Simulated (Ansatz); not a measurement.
C2H7NSi (`C[SiH2]C=N`), 11 atoms. Charge 0, multiplicity 1. All runs use 2 threads of an Arm Neoverse V1 on a shared host. Correlated methods freeze the cores.

Question: How many basis functions does each run have, and how long does it take in Ansatz? RKS CAM-B3LYP-D4/def2-TZVPP energy; RKS ωB97M-V/def2-QZVPP energy; RKS PBE-QIDH (frozen core)/def2-TZVPP energy; RKS B2PLYP (frozen core)/def2-TZVPP energy; RKS PBE0-D4/def2-TZVP relaxation (8 steps); RKS BLYP-D4/def2-TZVPP energy; RHF-MP2/def2-QZVPP energy; RKS PBE0-D4/def2-SVP energy; RKS PBE0-D4/def2-TZVP frequencies; RKS PBE0-D4/def2-QZVPP energy; RHF-CCSD(T)/def2-TZVPP energy; RKS ωB97M-V/def2-SVP energy. (Estimate.)

Answer: The calculation gave: Other jobs shared the machine, so times are rough.

```csv
level,job,functions,wall time,peak host memory (GiB)
RKS PBE0-D4/def2-SVP,energy,95,1.4 s,0.45
RKS BLYP-D4/def2-TZVPP,energy,233,2.7 s,0.26
RKS CAM-B3LYP-D4/def2-TZVPP,energy,233,4.5 s,0.53
RKS ωB97M-V/def2-SVP,energy,95,6 s,0.45
RKS PBE-QIDH (frozen core)/def2-TZVPP,energy,233,7.5 s,0.53
RKS B2PLYP (frozen core)/def2-TZVPP,energy,233,8 s,0.53
RKS PBE0-D4/def2-QZVPP,energy,451,12 s,1.2
RKS ωB97M-V/def2-QZVPP,energy,451,27 s,1.5
RKS PBE0-D4/def2-TZVP,relaxation (8 steps),172,34 s,0.37
RHF-MP2/def2-QZVPP,energy,451,41 s,2.4
RKS PBE0-D4/def2-TZVP,frequencies,172,3 min,0.45
RHF-CCSD(T)/def2-TZVPP,energy,233,7.7 min,1.7
```
